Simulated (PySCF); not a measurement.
Atom-mapped SMILES (the numbers label the heavy atoms): `[CH2:1]=[CH:2][c:3]1[cH:4][p:5][cH:6][c:7]([C:8]([F:9])([F:10])[F:11])[p:12]1`. Hydrogens are named by the atom that carries them. Ha(C1) is cis to C3; Hb(C1) is trans to C3.

PySCF 2.14 calculation with shieldings: GIAO PBE0/pcSseg-1 and GFN2-xTB structure; non-relativistic Hamiltonian, single conformer, fast rotation and ring inversion assumed for equivalent nuclei, no solvent model.

Chemical shifts δ = σref − σ; TMS for 13C (186.93 ppm), all at this level.

Q: Do the 13C shifts follow the atomic charges (in e)? Tabulate both.

A: 
```
atoms  hybridisation  δ (ppm)  σ para (ppm)  Hirshfeld    IAO  Mulliken  ESP-fitted
   C3            sp2    177.5          -255      -0.04  -0.19     -0.42       +0.25
   C7            sp2    173.5          -254      -0.09  -0.27     -0.60       -0.08
   C6            sp2    165.4          -238      -0.10  -0.35     -0.30       -0.06
   C4            sp2    160.5          -235      -0.10  -0.35     -0.35       -0.14
   C2            sp2    145.9          -211      -0.05  -0.14     -0.13       -0.21
   C8            sp3    134.5          -191      +0.25  +0.80     +0.90       +0.74
   C1            sp2    120.8          -188      -0.08  -0.29     -0.10       -0.43
```

Correlation coefficients of δ with charge over these carbons: Hirshfeld -0.41, IAO -0.40, Mulliken -0.65, ESP-fitted +0.09; with the paramagnetic shielding -0.98. Among the 6 sp2 carbons alone: Hirshfeld -0.01, IAO +0.01, Mulliken -0.85, ESP-fitted +0.89. With so few points, grouped by hybridisation, these coefficients are fragile. Charge is one influence among several: hybridisation and low-lying excitations act through the paramagnetic term.

Shifts are as computed. Against solution values, carbons near 30 ppm lie about +3 ppm off and those near 130 ppm about +5 ppm. Of 1211 compounds with measured shifts, 218 miss one by over three times the rms of a fit or turn the order of signals round; such compounds aren't used in these exercises.
